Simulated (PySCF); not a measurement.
## How methods differ on the excitation energy of Os+

Os+ [Xe] 4f14 5d6 6s1 (6D) → Os+ [Xe] 4f14 5d7 (4F), as a difference of total energies. All numbers are calculated (PySCF 2.14, scalar relativity by spin-free X2C-1e, in ANO-RCC-VTZP (8s7p5d3f2g1h, 104 functions)). Correlated levels: valence: [Xe] 4f14 frozen. The calculations carry no spin-orbit coupling.

```tsv
method	excitation energy (cm⁻¹)
UHF	14378
MP2 (valence)	9944.0
SCS-MP2 (valence)	6205.1
CCSD (valence)	9541.5
CCSD(T) (valence)	8882.2
```

A first-order spin-orbit estimate (lowest level to lowest level, LS coupling) adds -0.184 eV.
